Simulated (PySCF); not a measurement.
**Radial density of Be (beryllium, neutral)**

UHF, [He] 2p2, high-spin 3P determinant (an excited configuration). Calculation: PySCF 2.14, in x2c-QZVPPall with one added diffuse shell each of s, p type (8s5p2d1f, 40 functions); scalar relativity by spin-free X2C-1e.

```tsv
r (bohr)	4πr²ρ (e/bohr)	4πr²(ρα − ρβ)
0.00744	0.02276	-0.0001
0.0125	0.06157	-0.0002
0.0211	0.1621	-0.0006
0.0354	0.4084	-0.0014
0.0596	0.9528	-0.0033
0.100	1.958	-0.0064
0.169	3.265	-0.0085
0.283	3.880	0.0010
0.477	2.698	0.0477
0.802	0.9215	0.1817
1.35	0.4904	0.4432
2.27	0.6223	0.6220
3.82	0.3539	0.3539
6.42	0.04794	0.0479
10.8	0.0005419	0.0005
```

Densities and radii are taken from the X2C orbitals without a picture-change correction, which distorts them close to the nucleus.

(1) Where is the radial spin density 4πr²(ρα − ρβ) most negative, and why is it negative at all?

Results:

(1) Around r = 0.169 bohr, down to -0.0085 e/bohr: exchange with the open shell polarises the paired shells in an unrestricted calculation.
